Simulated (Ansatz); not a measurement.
Cost and result up the ladder for BiCl3 (4 atoms). Charge 0, multiplicity 1. Geometry: r2SCAN-D4/def2-SVP.

```xyz
4

Bi    0.3002    0.4890    0.6741
Cl   -1.0261    1.5957   -1.0890
Cl   -1.2110   -1.3993    1.1673
Cl    1.9368   -0.6853   -0.7524
```

Ansatz on 4 threads of Arm Neoverse V2 on a shared host. Times are rough, and most runs start from the orbitals of an earlier one. ωB97X-V/def2-TZVP serves as the yardstick here, not as an exact answer. Differences are given only for rows in sets of like size (and for xTB, whose basis is part of the method), since another set adds its own error. Binding counts from free atoms at the same level (Bi quartet, Cl doublet; other spins of the atoms weren't run), without zero-point energy or a counterpoise term.

In the def2 sets Bi takes a core potential; there is no spin–orbit coupling. Correlated methods freeze 19 core orbitals; core or outer-core shells of Bi are correlated, in sets that lack core-valence functions.

Correlated methods converge slowly with the basis.

```tsv
level	functions	wall time	binding energy per atom (eV)	difference from ωB97X-V/def2-TZVP (eV)
PBE-D4/def2-SVP	80	0.56 s	2.53	–
LDA (SPW92)/def2-TZVP	161	0.7 s	2.99	0.55
PBE0-D4/def2-SVP	80	0.9 s	2.35	–
PBE-D4/def2-TZVP	161	1.2 s	2.60	0.16
revPBE-D4/def2-TZVP	161	1.3 s	2.49	0.05
HF/def2-TZVP	161	1.3 s	1.34	-1.10
MP2/def2-TZVP	161	1.7 s	2.34	-0.10
RPA@PBE/def2-TZVP	161	2.7 s	2.04	-0.40
B2PLYP/def2-TZVP	161	3.3 s	2.34	-0.10
PBE-QIDH/def2-TZVP	161	3.4 s	2.32	-0.12
r2SCAN-D4/def2-TZVP (with forces)	161	3.5 s	2.45	0.01
ωB97X-V/def2-TZVP	161	4.4 s	2.44	0.00
B97M-V/def2-TZVP	161	5 s	2.62	0.18
CCSD(T)/def2-TZVPP	176	16 s	2.22	-0.22
```
